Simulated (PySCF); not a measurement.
F2HOS, SMILES FS(F)=[OH+], charge +1.

Geometry: B3LYP-D3(BJ)/def2-SVP. The isomer is the one that the SMILES or the coordinates give; other isomers of the formula were not compared.

Two levels are set side by side: PBE/def2-TZVPD (PySCF) and B3LYP/def2-TZVPD (PySCF). Same geometry, gas phase. Differences are taken from unrounded values.

```csv
quantity,B3LYP
orbital gap (eV),9.28
highest occupied level (eV),-18.20
lowest empty level (eV),-8.92
mean polarisability (bohr³),24.2
```

Problem. What does PBE give, and how far is it from B3LYP? (An estimate is asked for; the answer gives what the named calculation found.)

Solution. 
```tsv
quantity	PBE	PBE minus B3LYP
orbital gap (eV)	7.06	-2.21
highest occupied level (eV)	-16.74	1.45
lowest empty level (eV)	-9.68	-0.76
mean polarisability (bohr³)	25.0	0.8
```

Without exact exchange PBE keeps part of each electron's self-repulsion, which lifts occupied levels and narrows the gap. Loosely held outer electrons make PBE densities more polarisable. Differences between two approximate levels are no errors against the true value.

Rough cost on one machine, each run with all the roots and properties that it gave: B3LYP against PBE within a factor of 2.
